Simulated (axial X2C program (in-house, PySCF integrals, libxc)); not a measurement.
## MgCu: from the spin-free to the two-component result

Computed with an axial X2C code built on PySCF integrals. Spin-free means the one-electron spin-free X2C Hamiltonian; two-component (2c) means X2C with spin–orbit coupling and atomic mean-field two-electron Coulomb and Gaunt terms, so the difference of the two also holds small scalar two-electron terms. Basis: Cu dyall-cv3z [9s9p6d3f2g], Mg dyall-cv3z [9s8p6d3f] (cores contracted in-house); Gaussian nuclei, density fitting, unrestricted open shells. Masses: Cu 62.930 u, Mg 23.985 u.

Spin-free state: M_S = 1/2, Λ = 0 (beyond evenly filled blocks: σα); fragments Cu + Mg.

```
level  Re (Å)  ωe (cm⁻¹)  De (eV)  μ (D)
 PBE0   2.474      239.7    0.895   0.69
   HF   2.759      144.5      n/a   0.22
  MP2   2.406      271.5    0.796    n/a
B3LYP   2.471      237.5    0.830   1.03
```

Correlated methods: 13 electrons correlated (number of frozen shells: Cu 3 s, 2 p; Mg 2 s, 1 p), 293 virtual spin orbitals or spinors in MP2.

Dipoles are positive if Mg is the positive end.

Two-component determinant lowest at the distance of the search:

Ω = 1/2 (⟨Sz⟩ = 0.50, ⟨Lz⟩ = 0.00 at HF); fragments Cu + Mg.

```tsv
level	Re (Å)	ωe (cm⁻¹)	De (eV)	μ (D)
PBE0	2.475	239.5	0.894	0.69
HF	2.760	144.2	n/a	0.23
MP2	2.406	271.1	0.793	n/a
B3LYP	2.472	237.3	0.829	1.03
```

Question: From the two tables, how do the constants change at the MP2 level (2c against spin-free)?

Answer: At the MP2 level Re is unchanged to within 0.001 Å and ωe falls by 0.4 cm⁻¹; De changes by -0.003 eV.

The state is a single determinant with fixed occupations, the lowest that a limited PBE0 search found. Dissociation energies refer to the lowest single-determinant-based atoms at the same level and basis. De is not given where an atomic determinant may have missed its ground term or J level, or where the truncated virtual space spoils (T). Density functionals use the spin component along the axis (collinear). The determinant is spin-polarised beyond a pure state at some levels (its spin-free form has ⟨S²⟩ too high), which makes Re and μ there less reliable.
